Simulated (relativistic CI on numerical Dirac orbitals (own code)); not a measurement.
**Forbidden transitions in Ho XL**

Method of calculation: Dirac-Coulomb-Breit CI, orbitals from a KLI potential per configuration, model QED, unscaled Slater integrals (own radial code, finite nucleus).

Configurations in the expansion (outside the closed core [Ne]): 3s2 3p6 3d10, 3s2 3p6 3d9 4s, 3s2 3p6 3d9 4p, 3s2 3p6 3d9 4d, 3s2 3p5 3d10 4s, 3s2 3p6 3d9 4f, 3s2 3p5 3d10 4p, 3s2 3p6 3d8 4s2, 3s2 3p5 3d10 4d, 3s2 3p6 3d8 4s 4p, 3s 3p6 3d10 4s, 3s2 3p6 3d9 5s, 3s2 3p6 3d8 4p2, 3s2 3p6 3d8 4s 4d, 3s2 3p6 3d9 5p, 3s2 3p5 3d10 4f. Levels of other configurations are missing.

```
λ vac (nm)                      Lower                          Upper  Type   A (s⁻¹)  E lower (eV)  E upper (eV)
   0.57309      3s2 3p6 3d10 1S_0 [1]     3s2 3p5 3d10 4f 3F_2 [111]    E2  1.75e+11          0.00       2163.42
   0.62592      3s2 3p6 3d10 1S_0 [1]      3s2 3p5 3d10 4f 1D_2 [93]    E2  2.51e+11          0.00       1980.85
   0.84757      3s2 3p6 3d10 1S_0 [1]       3s2 3p6 3d9 4d 1D_2 [25]    E2  1.06e+10          0.00       1462.81
   0.97413    3s2 3p6 3d9 4s 3D_2 [5]     3s2 3p6 3d8 4s2 1S_0 [130]    E2  4.84e+09       1221.14       2493.91
   0.98423    3s2 3p6 3d9 4s 3D_3 [2]     3s2 3p6 3d8 4s2 1G_4 [118]    E2  4.20e+08       1179.31       2439.02
   0.98457    3s2 3p6 3d9 4s 3D_3 [2]     3s2 3p6 3d8 4s2 3P_1 [117]    E2  2.24e+09       1179.31       2438.58
   0.98548    3s2 3p6 3d9 4s 1D_2 [3]     3s2 3p6 3d8 4s2 1G_4 [118]    E2  1.87e+09       1180.91       2439.02
   0.98818    3s2 3p6 3d9 4s 3D_3 [2]     3s2 3p6 3d8 4s2 3P_2 [116]    E2  2.03e+09       1179.31       2433.98
   0.98885   3s2 3p6 3d9 4p 3F°_3 [7]  3s2 3p6 3d8 4s 4p 3H°_5 [142]    E2  2.00e+09       1260.71       2514.54
   0.99102    3s2 3p6 3d9 4s 3D_1 [4]     3s2 3p6 3d8 4s2 3F_2 [127]    E2  9.99e+08       1220.07       2471.15
   0.99187    3s2 3p6 3d9 4s 3D_2 [5]     3s2 3p6 3d8 4s2 3F_2 [127]    E2  3.53e+09       1221.14       2471.15
   0.99283  3s2 3p6 3d9 4p 3D°_3 [13]  3s2 3p6 3d8 4s 4p 3G°_5 [189]    E2  1.16e+09       1324.79       2573.59
   0.99298  3s2 3p6 3d9 4p 3F°_4 [10]  3s2 3p6 3d8 4s 4p 3H°_6 [182]    E2  2.06e+09       1320.32       2568.93
   0.99483    3s2 3p6 3d9 4s 3D_3 [2]     3s2 3p6 3d8 4s2 3F_3 [115]    E2  1.36e+09       1179.31       2425.60
   0.99611    3s2 3p6 3d9 4s 1D_2 [3]     3s2 3p6 3d8 4s2 3F_3 [115]    E2  9.82e+08       1180.91       2425.60
    1.0028  3s2 3p6 3d9 4p 3F°_4 [10]  3s2 3p6 3d8 4s 4p 5G°_5 [170]    E2  1.50e+09       1320.32       2556.64
    1.0071    3s2 3p6 3d9 4s 1D_2 [3]     3s2 3p6 3d8 4s2 3P_0 [114]    E2  4.63e+09       1180.91       2411.99
    1.0151   3s2 3p6 3d9 4p 3P°_2 [6]  3s2 3p6 3d8 4s 4p 3P°_0 [128]    E2  2.08e+09       1259.61       2481.04
    1.0153      3s2 3p6 3d10 1S_0 [1]        3s2 3p6 3d9 4s 3D_2 [5]    E2  1.96e+09          0.00       1221.14
    1.0175    3s2 3p6 3d9 4s 3D_1 [4]     3s2 3p6 3d8 4s2 3P_1 [117]    E2  2.06e+09       1220.07       2438.58
    1.0180    3s2 3p6 3d9 4s 3D_2 [5]     3s2 3p6 3d8 4s2 1G_4 [118]    E2  2.38e+09       1221.14       2439.02
    1.0199    3s2 3p6 3d9 4s 3D_3 [2]     3s2 3p6 3d8 4s2 1D_2 [113]    E2  7.71e+08       1179.31       2394.92
    1.0207   3s2 3p6 3d9 4p 3F°_2 [8]  3s2 3p6 3d8 4s 4p 3P°_0 [144]    E2  2.46e+09       1300.46       2515.11
    1.0213    3s2 3p6 3d9 4s 1D_2 [3]     3s2 3p6 3d8 4s2 1D_2 [113]    E2  3.66e+09       1180.91       2394.92
    1.0214    3s2 3p6 3d9 4s 3D_1 [4]     3s2 3p6 3d8 4s2 3P_2 [116]    E2  1.89e+09       1220.07       2433.98
    1.0236  3s2 3p6 3d9 4p 3F°_3 [16]  3s2 3p6 3d8 4s 4p 3G°_5 [189]    E2  1.10e+09       1362.38       2573.59
    1.0239   3s2 3p6 3d9 4p 3P°_2 [6]  3s2 3p6 3d8 4s 4p 3D°_1 [125]    E2  2.45e+09       1259.61       2470.49
    1.0243   3s2 3p6 3d9 4p 3F°_3 [7]  3s2 3p6 3d8 4s 4p 3F°_2 [126]    E2  2.50e+09       1260.71       2471.13
    1.0251   3s2 3p6 3d9 4p 3F°_3 [7]  3s2 3p6 3d8 4s 4p 3D°_3 [124]    E2  1.27e+09       1260.71       2470.21
    1.0266  3s2 3p6 3d9 4p 1D°_2 [11]  3s2 3p6 3d8 4s 4p 3P°_0 [155]    E2  2.97e+09       1322.16       2529.92
    1.0270    3s2 3p6 3d9 4s 3D_3 [2]     3s2 3p6 3d8 4s2 3F_4 [112]    E2  3.22e+09       1179.31       2386.52
    1.0271  3s2 3p6 3d9 4p 3F°_4 [10]  3s2 3p6 3d8 4s 4p 3F°_4 [153]    E2  3.90e+08       1320.32       2527.40
    1.0284    3s2 3p6 3d9 4s 1D_2 [3]     3s2 3p6 3d8 4s2 3F_4 [112]    E2  1.12e+09       1180.91       2386.52
    1.0285    3s2 3p6 3d9 4s 3D_1 [4]     3s2 3p6 3d8 4s2 3F_3 [115]    E2  8.66e+08       1220.07       2425.60
    1.0294   3s2 3p6 3d9 4p 3P°_2 [6]  3s2 3p6 3d8 4s 4p 3D°_2 [123]    E2  1.66e+09       1259.61       2464.08
    1.0294    3s2 3p6 3d9 4s 3D_2 [5]     3s2 3p6 3d8 4s2 3F_3 [115]    E2  1.22e+09       1221.14       2425.60
    1.0301   3s2 3p6 3d9 4p 3P°_2 [6]  3s2 3p6 3d8 4s 4p 3D°_3 [122]    E2  3.60e+09       1259.61       2463.28
    1.0310  3s2 3p6 3d9 4p 3D°_3 [13]  3s2 3p6 3d8 4s 4p 3F°_4 [153]    E2  9.70e+08       1324.79       2527.40
    1.0317   3s2 3p6 3d9 4p 3F°_3 [7]  3s2 3p6 3d8 4s 4p 3G°_4 [121]    E2  3.29e+09       1260.71       2462.49
    1.0325   3s2 3p6 3d9 4p 3F°_3 [7]  3s2 3p6 3d8 4s 4p 3G°_5 [120]    E2  2.18e+08       1260.71       2461.55
    1.0344  3s2 3p6 3d9 4p 3F°_4 [10]  3s2 3p6 3d8 4s 4p 5F°_5 [148]    E2  1.42e+09       1320.32       2518.90
    1.0370   3s2 3p6 3d9 4p 3P°_2 [6]  3s2 3p6 3d8 4s 4p 5D°_4 [119]    E2  4.27e+08       1259.61       2455.21
    1.0372  3s2 3p6 3d9 4p 3F°_4 [10]  3s2 3p6 3d8 4s 4p 5G°_6 [146]    E2  2.28e+08       1320.32       2515.72
    1.0380   3s2 3p6 3d9 4p 3F°_3 [7]  3s2 3p6 3d8 4s 4p 5D°_4 [119]    E2  5.10e+08       1260.71       2455.21
    1.0499      3s2 3p6 3d10 1S_0 [1]        3s2 3p6 3d9 4s 1D_2 [3]    E2  2.51e+09          0.00       1180.91
```

Terms are leading LS components. Brackets give the number of a level in order of energy, since labels repeat. The list gives strong lines, with weight on those to low levels, among the lowest 200 of 455 levels, so that lines to higher ones, which can be the strongest, are missing. Levels whose partners in the same complex of configurations lie outside the list can be far off, and so can their lines. Rates are taken at the computed energies, electric ones in the length gauge.

At this charge energies of transitions that change n are usually good to better than 1 %, and those within a shell (Δn = 0) to a few per cent.

LS names give the leading component of a level, which can be under half, so a name can repeat, a term be missing and a line seem to break the LS rules.
